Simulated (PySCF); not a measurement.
**In (indium, neutral) across methods**

[Kr] 4d10 5s1 5p1 6s1, high-spin 4P determinant (an excited configuration). Computed with PySCF 2.14 in aug-cc-pVTZ-DK3 (8s7p5d2f, 68 functions), with scalar relativity by spin-free X2C-1e. The B2PLYP total includes its PT2 part (frozen core); its orbital energies are those of the SCF part.

| method | E (hartree) | mean ε 5s α (eV) | mean ε 5p α (eV) | mean ε 6s α (eV) | Σ⟨r²⟩ (bohr²) | ⟨S²⟩ |
| --- | --- | --- | --- | --- | --- | --- |
| BLYP | -5880.62 | -12.254 | -5.680 | -1.593 | 100.7 | 3.751 |
| TPSS | -5880.17 | -12.364 | -5.948 | -1.757 | 101.7 | 3.751 |
| UHF | -5877.78790 | -16.267 | -9.196 | -2.684 | 104.4 | 3.752 |
| r2SCAN | -5880.43 | -12.745 | -6.247 | -1.768 | 101.4 | 3.753 |
| PBE0 | -5880.09 | -13.515 | -6.824 | -2.095 | 101.4 | 3.751 |
| LDA | -5874.55 | -12.663 | -5.964 | -1.837 | 99.06 | 3.751 |
| B2PLYP | -5879.75 | -14.514 | -7.575 | -2.191 | 102.5 | 3.751 |

Task: Estimate the same row for PBE.

Result: E (hartree) = -5880.01; mean ε 5s α (eV) = -12.379; mean ε 5p α (eV) = -5.896; mean ε 6s α (eV) = -1.805; Σ⟨r²⟩ (bohr²) = 100.7; ⟨S²⟩ = 3.751.

The outer electron is Rydberg-like, and this basis confines it to a smaller radius and binds it less than a complete one would.
